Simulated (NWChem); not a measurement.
AlGeH₅O₂; SMILES [OH][Al]([OH])[GeH3]

```xyz
9

Al    -0.0016    -1.0817     0.0008
Ge    -0.0029     1.3799     0.0000
H      0.6550     1.9562    -1.2799
H     -1.4327     1.9688     0.0766
H      0.7908     1.9585     1.1990
O      1.5154    -1.8809    -0.0002
H      1.6326    -2.8384    -0.0030
O     -1.5062    -1.9038    -0.0002
H     -1.6051    -2.8634    -0.0016
```
Atoms are numbered in this order, from 1.

All runs: NWChem. All runs use the structure optimised with B3LYP/6-31G* (spherical d). Level BLYP/def2-SVPD: single points from the atomic guess with DIIS by default; each run changes one setting, and all converged runs end within 0.3 mHa of each other. NWChem's automatic level shift, which a small gap switches on, acted in some of these runs.

### Question
Which setting needs the most SCF iterations, or fails (DIIS on 20 Fock matrices; DIIS on 3 Fock matrices; defaults; core-Hamiltonian guess; occupation smearing of 0.005 Ha; no DIIS, 40 % damping)?

### Answer
no DIIS, 40 % damping, with 68 against 10 for the defaults.
| setting | SCF iterations |
|---|---|
| defaults | 10 |
| DIIS on 3 Fock matrices | 9 |
| core-Hamiltonian guess | 26 |
| occupation smearing of 0.005 Ha | 10 |
| no DIIS, 40 % damping | 68 |
| DIIS on 20 Fock matrices | 8 |
